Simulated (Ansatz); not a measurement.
A nudged elastic band was laid between two geometries of BiCl₃ (4 atoms, charge 0, multiplicity 1).

Method: RKS PBE0-D4/def2-SVPD in Ansatz 0.2.0.

* movable images: 7
* climbing image: yes
* spring: 5.0 eV/Å²
* optimiser: quadratic models (default)
* start path: IDPP
* force threshold: 0.05 eV/Å
* iteration limit: 60
* end points: relaxed

Initial state:

```xyz
4
Properties=species:S:1:pos:R:3
Cl 1.067 0.487 1.836
Bi -0.810 -0.089 0.341
Cl 0.199 -2.045 -0.775
Cl -0.400 1.588 -1.422
```

Final state:

```xyz
4
Properties=species:S:1:pos:R:3
Cl 0.518 0.437 2.066
Bi 0.838 0.059 -0.351
Cl -0.351 -2.095 -0.544
Cl -0.949 1.538 -1.192
```

Problem. Which bonds break or form, and what moves?

Solution. No bond is made or broken. The height of Bi2 over the plane of its neighbours goes from -1.20 to 1.20 Å. The two ends are copies of one structure, up to a mirror image or an exchange of like atoms. The height can change sign by an inversion or by a turn that exchanges like atoms.

Problem. Give the energies along the band, and the barrier.

Solution. The forces met the threshold. The highest image is number 4 of 0 to 8, 107.2 kJ/mol above the ends, which have the same energy within 2 meV. A vibrational analysis at the climbing image gives one clearly imaginary mode, 126i cm⁻¹: a first-order saddle point.

```
image  path coordinate (Å)  energy (kJ/mol)  height of Bi2 over the plane of its neighbours (Å)
    0                 0.00              0.0                                               -1.20
    1                 0.32             11.6                                               -0.96
    2                 0.63             43.1                                               -0.68
    3                 0.95             84.4                                               -0.36
    4                 1.27            107.2                                                0.00
    5                 1.59             84.4                                                0.36
    6                 1.90             43.1                                                0.68
    7                 2.22             11.6                                                0.96
    8                 2.54              0.0                                                1.20
```

Problem. What is the geometry of the highest image?

Solution. 
```xyz
4
Properties=species:S:1:pos:R:3
Cl 0.930 0.546 2.297
Bi 0.014 -0.015 -0.005
Cl -0.092 -2.434 -0.775
Cl -0.797 1.842 -1.537
```

Problem. What are the harmonic wavenumbers there?

Solution. 126i, 35, 35, 296, 297, 313 cm⁻¹.

The run took 94 s on 2 threads of Intel(R) Xeon(R) Platinum 8488C (Sapphire Rapids) (shared host), peak memory 0.32 GiB.
